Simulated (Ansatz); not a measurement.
Basis-set extrapolation for Cl$_{2}$FH$_{3}$OSi$_{2}$, SMILES `O[Si@H](Cl)[Si@H](F)Cl` (PBE0-D4/def2-TZVP geometry, frozen core, Ansatz 0.2.0). Multiplicity 1, RHF reference.

|  | def2-TZVPP | def2-QZVPP |
| --- | --- | --- |
| HF | -1673.272224 | -1673.324649 |
| MP2 correlation | -1.096152 | -1.200055 |
| CCSD(T) correlation | -1.192009 | not run |

Energies in hartree. Use E(X) = E(∞) + A·exp(−7.88·√X) for Hartree–Fock and E(X) = E(∞) + B·X^(−2.97) for correlation, with X = 3 and 4, and add CCSD(T) minus MP2 of the smaller set to the MP2 limit.

Question: What is the CCSD(T) energy at the basis-set limit?

Answer: HF limit: -1673.324649 + (-0.052425) × 0.13774 = -1673.33187. MP2 limit: -1.200055 + (-0.103903) × 0.74074 = -1.27702. Higher-order term: -1.192009 − (-1.096152) = -0.09586. Total: -1674.70475 hartree, 150.9 kcal/mol below CCSD(T)/def2-TZVPP.
